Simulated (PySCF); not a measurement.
Run record for `NCC1=CC=CC=[S+]1`: PBE0/def2-SVP, damping 0.1 at the start, DIIS from the seventh cycle, full TDDFT, 1 singlet.

Method: TDDFT PBE0/def2-SVP, vertical, gas phase, core orbitals frozen in the response (PySCF 2.14.0, density-fitted response routines). Geometry: GFN2-xTB. The command runs a driver script over a list of jobs; the input below is this job's line of settings and its coordinates in Å.

Command:
```bash
OMP_NUM_THREADS=1 python probes_run.py task.json out
```

Input:
```
{"job": {"kind": "uv", "xc": "PBE0", "basis": "def2-SVP", "nstates": 1, "ntriplets": 2, "tda": false, "scf": {"damp": 0.1}}, "charge": 1, "multiplicity": 1}
N     -2.558843    -0.107026     0.507162
C     -1.809162     0.106990    -0.705360
C     -0.334641     0.045567    -0.427282
C      0.157485     0.233730     0.851573
C      1.502567     0.209718     1.179826
C      2.509053    -0.023777     0.239192
C      2.242463    -0.237731    -1.084752
S      0.686872    -0.258849    -1.762645
H     -2.592079    -1.084803     0.769065
H     -3.505762     0.239135     0.433323
H     -2.027203     1.120018    -1.069033
H     -2.052290    -0.581195    -1.532737
H     -0.584959     0.416394     1.618149
H      1.786381     0.380648     2.207804
H      3.539743    -0.035767     0.564066
H      3.032776    -0.414108    -1.799762
```

Predict the output.

```
damping 0.10 in the first 6 cycles
final grid: 132968 points
cycle   1  E = -685.2755303563  dE =  1.548e+00  |g| = 3.873e-01  |ddm| = 4.560e+00
cycle   2  E = -685.2552963655  dE =  2.023e-02  |g| = 4.708e-01  |ddm| = 1.164e+00
cycle   3  E = -685.1942139771  dE =  6.108e-02  |g| = 6.532e-01  |ddm| = 1.395e+00
cycle   4  E = -684.9909503910  dE =  2.033e-01  |g| = 1.045e+00  |ddm| = 2.099e+00
cycle   5  E = -684.3621493379  dE =  6.288e-01  |g| = 1.766e+00  |ddm| = 3.230e+00
cycle   6  E = -672.8893484670  dE =  1.147e+01  |g| = 5.134e+00  |ddm| = 1.192e+01
cycle   7  E = -594.5254755721  dE =  7.836e+01  |g| = 1.248e+01  |ddm| = 6.157e+01
cycle   8  E = -671.4749253573  dE = -7.695e+01  |g| = 5.214e+00  |ddm| = 5.946e+01
cycle   9  E = -678.5715706757  dE = -7.097e+00  |g| = 3.917e+00  |ddm| = 1.180e+01
cycle  10  E = -684.7591692353  dE = -6.188e+00  |g| = 1.411e+00  |ddm| = 5.458e+00
cycle  11  E = -685.0756920069  dE = -3.165e-01  |g| = 8.952e-01  |ddm| = 2.176e+00
cycle  12  E = -685.2574194841  dE = -1.817e-01  |g| = 4.195e-01  |ddm| = 1.349e+00
cycle  13  E = -685.3061441607  dE = -4.872e-02  |g| = 1.852e-01  |ddm| = 5.997e-01
cycle  14  E = -685.3128513486  dE = -6.707e-03  |g| = 9.050e-02  |ddm| = 2.504e-01
cycle  15  E = -685.3152432673  dE = -2.392e-03  |g| = 3.406e-02  |ddm| = 1.646e-01
cycle  16  E = -685.3155379662  dE = -2.947e-04  |g| = 1.006e-02  |ddm| = 4.789e-02
cycle  17  E = -685.3155646056  dE = -2.664e-05  |g| = 1.578e-03  |ddm| = 1.535e-02
cycle  18  E = -685.3155652472  dE = -6.416e-07  |g| = 5.871e-04  |ddm| = 2.941e-03
cycle  19  E = -685.3155653442  dE = -9.701e-08  |g| = 1.951e-04  |ddm| = 9.168e-04
cycle  20  E = -685.3155653533  dE = -9.120e-09  |g| = 8.009e-05  |ddm| = 2.815e-04
cycle  21  E = -685.3155653554  dE = -2.083e-09  |g| = 3.549e-05  |ddm| = 1.743e-04
cycle  22  E = -685.3155653557  dE = -3.072e-10  |g| = 1.558e-05  |ddm| = 6.102e-05
converged SCF energy = -685.3155653557

Static polarisability (au): isotropic 80.199, principal 43.290 87.858 109.448

Singlet excitations
state   eV       nm        f      main configurations
  1   2.5493    486.3   0.00922   H->L 0.99

Triplet excitations (Tamm-Dancoff, eV): 2.4354 3.3830
```

H and L stand for HOMO and LUMO; the number after each pair is its weight.

How does the lowest singlet excitation compare with the HOMO–LUMO gap?

HOMO -11.15 eV and LUMO -7.59 eV give a gap of 3.56 eV; S1 at 2.55 eV lies 1.01 eV below it.

Give S1 in cm⁻¹ and kJ/mol.

2.5493 eV × 8065.54 = 20561 cm⁻¹; × 96.485 = 246.0 kJ/mol.

In short: SCF converged in 22 cycles with 156 basis and 857 fitting functions; HOMO -11.15 eV, LUMO -7.59 eV; lowest singlet 2.55 eV; lowest triplet 2.44 eV (Tamm–Dancoff); mean polarisability 80.2 au.

On an Arm Neoverse V2 with one thread, shared host with 32 logical CPUs at a one-minute load of 27, this took 28 s and 0.65 GiB of memory at its peak.

The values belong to the conformer `[NH2:1][CH2:2][c:3]1[cH:4][cH:5][cH:6][cH:7][s+:8]1`: N1–C2–C3–C4 -21°, H–N1–C2–C3 -78°, H–N1–C2–C3 160°.
